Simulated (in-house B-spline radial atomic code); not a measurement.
Radial electron density of the chromium ion Cr³⁺, [Ar] 3d3. Computed with an all-electron radial atomic-structure program (B-spline basis): Dirac-Kohn-Sham AM05, spherical fractional occupations, Fermi nucleus of rms radius 3.6452 fm.

Columns: r (bohr), 4πr²n(r) (electrons per bohr), bar.

```
 0.00245   0.6857 #
 0.00293   0.9531 #
 0.00351    1.323 ##
  0.0042    1.822 ###
 0.00502    2.489 ####
 0.00601    3.384 #####
 0.00719    4.551 ######
 0.00861    6.063 #########
  0.0103    7.959 ###########
  0.0123    10.26 ##############
  0.0148    13.11 ###################
  0.0177    16.24 #######################
  0.0211    19.53 ############################
  0.0253     22.9 ################################
  0.0303    25.84 ####################################
  0.0362    27.91 #######################################
  0.0434    28.77 #########################################
  0.0519    28.19 ########################################
  0.0621     26.4 #####################################
  0.0743    24.08 ##################################
  0.0889    22.33 ################################
   0.106    22.22 ###############################
   0.127    24.22 ##################################
   0.152    27.67 #######################################
   0.182    30.72 ###########################################
   0.218    31.17 ############################################
   0.261    27.78 #######################################
   0.313    21.36 ##############################
   0.374    14.81 #####################
   0.448    10.81 ###############
   0.536    10.41 ###############
   0.641    12.04 #################
   0.768    13.06 ##################
   0.919    11.87 #################
     1.1    8.824 ############
    1.32    5.319 ########
    1.57    2.731 ####
    1.88    1.143 ##
    2.26   0.3961 #
     2.7    0.121 
    3.23  0.03006 
    3.87 0.005579
```

On this grid the curve has 3 maxima, near 0.0434, 0.218, 0.768 bohr.

The 3d5/2 radial function P(r) = rR(r), positive near the nucleus, with its small component Q(r) (sign convention: Q ≈ (P' + κP/r)/2c):

```csv
r (bohr),P,Q
0.0253,0.001503,-4.179e-05
0.0362,0.004048,-0.0001102
0.0519,0.01061,-0.0002806
0.0743,0.02652,-0.0006747
0.106,0.06202,-0.001501
0.152,0.1359,-0.003089
0.218,0.27,-0.00567
0.313,0.4745,-0.009065
0.448,0.7134,-0.01218
0.641,0.8973,-0.01348
0.919,0.9143,-0.01185
1.32,0.7329,-0.008059
1.88,0.4465,-0.004218
2.7,0.1827,-0.001519
3.87,0.04273,-0.0003241
```
